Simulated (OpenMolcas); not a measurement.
Ru5+ with 6 ligands (fluoride) in trigonal prismatic coordination (D3h) at 1.88 Å. A charge of +0.167 e stands 2.6 Å behind each ligand. Ligand basis ANO-RCC-VDZP.
```
Ru    0.0000    0.0000    0.0000
F     1.4210    0.0000    1.2309
F    -0.7105    1.2306    1.2309
F    -0.7105   -1.2306    1.2309
F     1.4210    0.0000   -1.2309
F    -0.7105    1.2306   -1.2309
F    -0.7105   -1.2306   -1.2309
```

* Program: OpenMolcas
* Method: SS-CASPT2, IPEA 0.25 Eh, imaginary shift 0.1 Eh (closed shells correlated: 4s 4p and the ligand valence shells)
* Basis: ANO-RCC-VDZP [6s5p3d1f]
* Scalar Hamiltonian: DKH2, point nucleus
* Active space: 3 electrons in 5 orbitals (4d)
* State averaging: 2S+1 = 4 even, 10 roots; 2S+1 = 2 even, 40 roots
* Spin-orbit coupling: RASSI with atomic mean-field integrals over the reference wave functions

Task: What is the spin-free ground state?

Result: A state of multiplicity 4, 1-fold in its orbital part; it has the highest spin that d3 allows.

Task: Where is the first state of the same spin?

Result: A 1-fold state lies at 18800 cm-1 above the ground state.

Task: What are the lowest two levels with spin-orbit coupling?

Result: A 2-fold level with g = 2.00, 3.75, 3.75, then a 2-fold level 260 cm-1 above it. Their leading multiplicities are 4 (98 %) and 4 (100 %).

Task: What is χT at 300 K, and how does it compare with the textbook value?

Result: The lowest level has 2S+1 = 4, for which the spin-only value is χT = S(S+1) / 2 = 1.875 cm3 K/mol (g = 2). The computed 1.627 at 300 K differs by -0.248, through orbital momentum, spin-orbit coupling and any other state in reach.

Roots that are degenerate in the reference are averaged as groups; the widest CASPT2 spread within a group is 230 cm-1 (the 2-fold group of multiplicity 2 near 7410 cm-1 above the lowest state of its run). Shifts and gaps below about the spread of the groups concerned are not significant. Over all roots computed the reference weight is 0.64 to 0.66; a low but even weight reflects the number of correlated electrons. The least metal-like active orbital is 68 % on the metal (Löwdin) and no ligand orbital is active, so the numbers are rough. Ligand-to-metal charge-transfer states are missing. With no ligand orbital active B as a rule stays too high, so bands that hang on it stand too high and its fall with covalency is understated. No measured value stands beside these numbers; the geometry was imposed, not optimised, and the real ion may take another.
